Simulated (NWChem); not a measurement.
## Correlation energy of diboron tetrachloride (B₂Cl₄)

```xyz
6

Cl    -1.0992    -1.0453     1.7415
B      0.0000     0.0000     0.8491
Cl     1.0992     1.0453     1.7415
B      0.0000     0.0000    -0.8491
Cl    -1.0992     1.0453    -1.7415
Cl     1.0992    -1.0453    -1.7415
```
Charge 0, spin multiplicity 1.

All runs are NWChem calculations. The geometry was optimised at PBE/def2-SVP, a minimum by its harmonic frequencies. It is one conformer; others weren't searched.

Basis set: cc-pVDZ. Each correlation energy counts from its own Hartree-Fock reference.

The correlated methods keep 22 core orbitals frozen. Coupled-cluster values serve here as a point of comparison, not as the truth.

Q: For the correlation energy, MP2 gives -691.8 mHa and CR-CCSD(T) gives -758.0 mHa. What do CR-CCSD[T], CCSD(T) give?

A: CR-CCSD[T]: -758.9 mHa; CCSD(T): -764.7 mHa.
